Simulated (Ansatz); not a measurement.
Gas-phase electronic energies from Ansatz, PBE0-D4/def2-TZVP geometries. CBS: MP2 limit from def2 TZ/QZ plus the TZ coupled-cluster correction, frozen cores. DFT in def2-TZVPP. B3LYP here is the variant with VWN-RPA as its local correlation; programs differ in this. Each species was taken in one conformer, which may not be the lowest.

`C=C(Cl)[SiH2][SiH3]` + `CCCl` → `[SiH3][SiH2]Cl` + `C=C(Cl)CC`  (formal exchange of groups at the Si–C bond)

| level | ΔE (kcal/mol) | difference from CCSD(T)/CBS |
| --- | --- | --- |
| PBE-D4 | -27.8 | 1.7 |
| r2SCAN-D4 | -29.6 | -0.1 |
| PBE0-D4 | -29.3 | 0.2 |
| B3LYP-D4 | -28.5 | 1.0 |
| ωB97X-V | -29.6 | -0.1 |
| ωB97M-V | -29.7 | -0.2 |
| B2PLYP | -29.4 | 0.1 |
| PBE | -28.1 | 1.4 |
| r2SCAN | -29.7 | -0.2 |
| PBE0 | -29.5 | 0.0 |
| B3LYP | -28.9 | 0.6 |
| HF/def2-TZVPP | -31.2 | -1.7 |
| MP2/def2-TZVPP | -30.6 | -1.1 |
| SCS-MP2/def2-TZVPP | -29.9 | -0.4 |
| CCSD/def2-TZVPP | -29.8 | -0.3 |
| CCSD(T)/def2-TZVPP | -29.3 | 0.2 |
| HF/def2-QZVPP | -31.2 | -1.7 |
| MP2/def2-QZVPP | -30.7 | -1.2 |
| SCS-MP2/def2-QZVPP | -30.1 | -0.6 |
| HF/CBS(def2) | -31.2 | -1.7 |
| MP2/CBS(def2) | -30.8 | -1.3 |
| CCSD/CBS(def2) | -30.1 | -0.6 |
| CCSD(T)/CBS | -29.5 | 0 |

Largest T1 diagnostic among the species: 0.012.

From PBE to PBE0 (25 % exact exchange), in def2-TZVPP and without D4, ΔE moves by −1.4 kcal/mol.
